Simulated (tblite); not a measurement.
Compound: CH7F3O2Si3.
Atom-mapped SMILES: `[F:1][C:2]([F:3])([F:4])[SiH2:5][O:6][SiH2:7][O:8][SiH3:9]` (hydrogens: H10, H11 on Si5; H12, H13 on Si7; H14, H15, H16 on Si9)

Computed geometry: GFN2-xTB, gas phase.

Give the optimised bond lengths and angles.

```
                     bond  length (bohr)
      F1–C2, C2–F3, C2–F4          2.552
                   C2–Si5          3.680
                   Si5–O6          3.011
                   O6–Si7          3.111
                   Si7–O8          3.020
                   O8–Si9          3.091
         Si5–H10, Si5–H11          2.752
         Si7–H12, Si7–H13          2.748
Si9–H14, Si9–H15, Si9–H16          2.759
```

Bonds in one row agree within 0.02 bohr and their mean is given. A selection of angles:
```
     angle  degrees
  F1–C2–F3    105.8
 F1–C2–Si5    113.0
 C2–Si5–O6    107.1
Si5–O6–Si7    162.2
 O6–Si7–O8    110.7
Si7–O8–Si9    168.2
```

Dihedral angles: F1–C2–Si5–O6 55° (synclinal); C2–Si5–O6–Si7 3° (synperiplanar); Si5–O6–Si7–O8 9° (synperiplanar). The mirror-image conformer, all signs reversed, is as good.

Of the pairs four or more bonds apart, F3···Si9 is among the closest relative to their van der Waals radii: 3.45 Å, 97 % of the sum of Bondi's values. Si5 (oxygen-bound silicon) is distorted tetrahedral (angles from 105.4° to 118.0°). Si9 (oxygen-bound silicon) is distorted tetrahedral (angles from 103.3° to 113.9°). O8 (siloxane oxygen) is bent (angle 168.2°). Si7 (oxygen-bound silicon) is distorted tetrahedral (angles from 104.1° to 119.4°). All 3 C–F bonds measure 1.349 to 1.351 Å. The O–Si distances run from 1.594 Å (Si5–O6, drawn single) to 1.647 Å (O6–Si7, drawn single), a spread of 0.053 Å.

Point group: C1 (no symmetry element, even within 0.4 Å). Its lowest GFN2-xTB frequency is 7 cm⁻¹, too small to tell a flat minimum from a shallow saddle. One conformer, not necessarily the lowest.
